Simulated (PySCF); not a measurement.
oxetane-3-carbonitrile (C4H5NO), SMILES N#CC1COC1.

Geometry: TPSSh-D3(BJ)/def2-SVP.

All values below come from PySCF with PBE0/def2-TZVP.

Symmetry labels are those of the subgroup Cs that the program uses (full group Cs).

Computed valence orbital energies around the gap with their symmetry:
```json
[
 {"orbital": "HOMO−7", "symmetry": "A'", "energy (eV)": "-12.46"},
 {"orbital": "HOMO−6", "symmetry": "A\"", "energy (eV)": "-12.10"},
 {"orbital": "HOMO−5", "symmetry": "A\"", "energy (eV)": "-11.08"},
 {"orbital": "HOMO−4", "symmetry": "A'", "energy (eV)": "-10.85"},
 {"orbital": "HOMO−3", "symmetry": "A'", "energy (eV)": "-10.31"},
 {"orbital": "HOMO−2", "symmetry": "A\"", "energy (eV)": "-9.32"},
 {"orbital": "HOMO−1", "symmetry": "A'", "energy (eV)": "-9.32"},
 {"orbital": "HOMO", "symmetry": "A'", "energy (eV)": "-8.02"},
 {"orbital": "LUMO", "symmetry": "A\"", "energy (eV)": "0.12"},
 {"orbital": "LUMO+1", "symmetry": "A'", "energy (eV)": "0.24"},
 {"orbital": "LUMO+2", "symmetry": "A'", "energy (eV)": "0.80"},
 {"orbital": "LUMO+3", "symmetry": "A'", "energy (eV)": "1.57"}
]
```
